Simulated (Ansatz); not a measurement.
Geometry optimisation, RKS PBE-D4/def2-SVP (Ansatz).

The input (input.yaml):

```yaml
crystal:
  periodic: [false, false, false]
  atoms:
    - { symbol: W, position_ang: [-0.268982, 0.274744, 0.011647] }
    - { symbol: O, position_ang: [-0.480139, 0.068497, 1.915441] }
    - { symbol: H, position_ang: [-0.036212, -0.631349, 2.435649] }
    - { symbol: H, position_ang: [0.94779, -0.176296, -1.057171] }
    - { symbol: F, position_ang: [0.249168, 1.951498, -0.666737] }
    - { symbol: H, position_ang: [-1.866241, 0.06039, -0.52972] }
    - { symbol: H, position_ang: [0.553602, -1.167673, 0.326206] }
    - { symbol: H, position_ang: [-0.635822, -1.042627, -0.979848] }
    - { symbol: Cl, position_ang: [2.245461, 1.824941, 2.053198] }
    - { symbol: H, position_ang: [1.068875, 1.485675, 2.592834] }
basis:
  gaussian: { orbitals: def2-SVP }
hamiltonian:
  xc: pbe
  dispersion: d4
relax:
  f_tol: 0.03
  max_steps: 50
```

Launched with:

```bash
$ ansatz run input.yaml --threads 2 --pin off --max-ram 3072MiB --backend cpu --events-out ev --progress --plain --runs-dir out
```

Q: Where does it end, and by what steps?

A: The run converged. After 35 steps the energy has fallen by 0.178 eV; Cl9 moved furthest, 1.94 Å.

```json
{"step": "0", "energy less start (eV)": "0.0000", "largest force component (eV/Å)": "0.804", "accepted": "yes"}
{"step": "2", "energy less start (eV)": "-0.0139", "largest force component (eV/Å)": "0.733", "accepted": "yes"}
{"step": "4", "energy less start (eV)": "-0.0281", "largest force component (eV/Å)": "0.114", "accepted": "yes"}
{"step": "6", "energy less start (eV)": "-0.0299", "largest force component (eV/Å)": "0.097", "accepted": "yes"}
{"step": "8", "energy less start (eV)": "-0.0307", "largest force component (eV/Å)": "0.068", "accepted": "yes"}
{"step": "10", "energy less start (eV)": "-0.0342", "largest force component (eV/Å)": "0.050", "accepted": "yes"}
{"step": "12", "energy less start (eV)": "-0.0364", "largest force component (eV/Å)": "0.042", "accepted": "yes"}
{"step": "14", "energy less start (eV)": "-0.0368", "largest force component (eV/Å)": "0.427", "accepted": "no"}
{"step": "16", "energy less start (eV)": "-0.0434", "largest force component (eV/Å)": "0.086", "accepted": "yes"}
{"step": "18", "energy less start (eV)": "-0.0474", "largest force component (eV/Å)": "0.296", "accepted": "yes"}
{"step": "20", "energy less start (eV)": "-0.0577", "largest force component (eV/Å)": "0.157", "accepted": "yes"}
{"step": "22", "energy less start (eV)": "-0.0681", "largest force component (eV/Å)": "0.341", "accepted": "yes"}
{"step": "24", "energy less start (eV)": "-0.0949", "largest force component (eV/Å)": "0.349", "accepted": "yes"}
{"step": "26", "energy less start (eV)": "-0.1145", "largest force component (eV/Å)": "0.687", "accepted": "yes"}
{"step": "28", "energy less start (eV)": "-0.1396", "largest force component (eV/Å)": "0.142", "accepted": "yes"}
{"step": "30", "energy less start (eV)": "-0.1624", "largest force component (eV/Å)": "0.252", "accepted": "yes"}
{"step": "32", "energy less start (eV)": "-0.1771", "largest force component (eV/Å)": "0.156", "accepted": "yes"}
{"step": "34", "energy less start (eV)": "-0.1778", "largest force component (eV/Å)": "0.046", "accepted": "yes"}
{"step": "35", "energy less start (eV)": "-0.1779", "largest force component (eV/Å)": "0.030", "accepted": "yes"}
```

```xyz
10
Properties=species:S:1:pos:R:3
W 0.108 0.251 0.064
O 0.617 -0.285 1.849
H 0.801 -1.207 2.100
H 0.357 -0.587 -1.364
F 1.314 1.371 -0.863
H -1.408 1.003 0.209
H 0.046 -1.431 0.042
H -1.250 -0.469 -0.638
Cl 0.482 2.618 2.142
H 0.710 1.383 2.559
```

Whether the end is a true minimum wasn't checked by a vibrational analysis.

Run time: 95 s on 2 threads of Arm Neoverse V1, on a shared host, peak memory 0.16 GiB.
